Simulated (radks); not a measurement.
Q: The osmium ion Os54+, configuration [Ar] 3d4. Method: Dirac Kohn-Sham, relativistic LDA (MacDonald-Vosko exchange, VWN5 correlation), spin-unpolarised, spherical densities, finite nucleus; open shells fill j = l - 1/2 first; Fermi nuclear charge, rms radius 5.4126 fm; computed with a radial shooting solver on a logarithmic mesh with Libxc functionals. Some entries of the table are withheld. Estimate them.

| orbital | occ. | eigenvalue (Ry) | <r> (bohr) | r(max) (bohr) |
|---|---|---|---|---|
| 1s1/2 | 2 | -5644.821 | 0.01782 | 0.01108 |
| 2s1/2 | 2 | -1195.095 | 0.07414 | 0.06372 |
| 2p1/2 | 2 | -1158.111 | 0.06117 | 0.04715 |
| 2p3/2 | 4 | -1045.847 | 0.06917 | 0.05411 |
| 3s1/2 | 2 | -448.1444 | 0.1848 | 0.1744 |
| 3p1/2 | 2 | -433.1302 | (1) | 0.1623 |
| 3p3/2 | 4 | -405.4179 | (2) | 0.1753 |
| 3d3/2 | 4 | -382.7262 | 0.1608 | 0.1349 |
| 3d5/2 | 0 | -376.3898 | 0.1647 | 0.1385 |
| 4s1/2 | 0 | -230.2974 | 0.3538 | 0.3553 |
| 4p1/2 | 0 | (3) | 0.3464 | 0.3476 |
| 4p3/2 | 0 | (4) | 0.3638 | 0.3666 |

A: 
(1) 3p1/2 <r> (bohr): 0.1740
(2) 3p3/2 <r> (bohr): 0.1868
(3) 4p1/2 eigenvalue (Ry): -223.7976
(4) 4p3/2 eigenvalue (Ry): -213.4863
